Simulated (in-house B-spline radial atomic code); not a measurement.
# Ionising K IX (K8+) with different functionals

Computed with an all-electron radial atomic-structure program (B-spline basis): non-relativistic Hamiltonian, point nucleus, spin-polarised at highest spin, spherical fractional occupations for the functionals, and exact exchange of hybrids averaged over the configuration. The ionisation energy is the difference of two self-consistent energies, [Ne] 3s1 → [He] 2s2 2p6, without Breit or QED terms; ε is the level of the shell that loses the electron (its least bound occupied spin orbital).

| method | rung | ΔSCF (eV) | -ε(3s) (eV) |
| --- | --- | --- | --- |
| PBE0 | global hybrid | 175.89 | 168.97 |
| B3LYP | global hybrid | 176.51 | 168.88 |
| TPSSh | global hybrid | 175.53 | 167.70 |
| M06-2X | global hybrid | 175.76 | 171.76 |
| BHandHLYP | global hybrid | 176.17 | 171.20 |
| r2SCAN0 | global hybrid | 175.03 | 169.26 |
| B97-1 | global hybrid | 175.40 | 168.35 |
| HSE06 | range-separated hybrid | 175.94 | 168.64 |
| wB97X | range-separated hybrid | 173.86 | 171.42 |
| CAM-B3LYP | range-separated hybrid | 176.49 | 170.84 |
| LC-wPBE | range-separated hybrid | 176.19 | 172.31 |

**Question.** Among the functionals, which spreads more, the ΔSCF values or the orbital energies?

**Answer.** The orbital energies: ΔSCF values span about 2.65 eV and the orbital energies 4.61 eV.

**Question.** How do they compare with the NIST value?

**Answer.** NIST lists 175.817 eV ± 0.0025 (semi-empirical, ground level to ground level). Errors run from -1.96 to +0.69 eV; M06-2X is closest (-0.06 eV), but part of that can be cancellation, since the calculations leave out relativity, Breit-QED terms.
